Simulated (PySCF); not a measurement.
stibine cation (H3Sb), SMILES [SbH3] (connectivity only; charge and spin as stated), charge +1, multiplicity 2. Geometry optimised at PBE-D3(BJ)/def2-TZVPD. The spin state was assumed, not searched. The def2 effective core potentials stand for the cores of Sb; spin–orbit coupling is left out.

Computed with PBE-D3(BJ)/def2-TZVPD in PySCF.

Harmonic wavenumbers (cm⁻¹): 640, 720, 720, 1940, 2009, 2009. Rotational constants (GHz): 105.8, 105.8, 65.12; symmetry number 3.

**Question.** Work out the zero-point energy and the ideal-gas rigid-rotor harmonic-oscillator thermochemistry at 298.15 K and 1 atm.

**Answer.** ZPE = ½ Σ hcν = ½ × 8037 cm⁻¹ = 48.07 kJ/mol. H − E(el) = 58.91 kJ/mol. Entropy in J/(mol K): translation 168.94, rotation 60.91, vibration 4.00, spin 5.76, total 239.62. G − E(el) = -12.53 kJ/mol. Cp = 44.01 J/(mol K).
